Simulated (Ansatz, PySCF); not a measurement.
Two conformers of CH4GeO2 (SMILES C[O][Ge][OH]), B3LYP-D3(BJ)/def2-TZVP minima.
Conformer 1 (charge 0, multiplicity 1):
```xyz
8

C     -1.24508     0.46312    -0.11282
O      0.14336     0.19681    -0.01669
Ge     0.81295    -1.39728     0.51138
O      2.52792    -0.90739     0.36112
H     -1.50492     1.29629     0.54482
H     -1.49473     0.74154    -1.13963
H     -1.86050    -0.40036     0.16784
H      2.62101     0.00728     0.06113
```
Conformer 2 (charge 0, multiplicity 1):
```xyz
8

C      0.9127    -0.4027     0.4672
O      0.6603     0.9891     0.4305
Ge    -0.9049     1.8130     0.0866
O     -2.0124     0.4145    -0.1856
H      0.3167    -0.9035     1.2384
H      0.7069    -0.8786    -0.4981
H      1.9671    -0.5570     0.7018
H     -1.6464    -0.4747    -0.1150
```

No zero-point or thermal terms.

Cores are frozen in the correlated methods. Filled d and f shells under p-block atoms count as core. Rows in 3-21G carry no dispersion term and start afresh at each structure; the Pople sets are all-electron and without relativity.

The values were computed with Ansatz (Gaussian orbitals); PySCF for 3-21G rows. Values without a source in brackets are computed.

Estimate the electronic energy of conformer 2 less that of conformer 1 that B3LYP/3-21G returns for this input.

2.0 kcal/mol

Ansatz is a program for electronic structure.
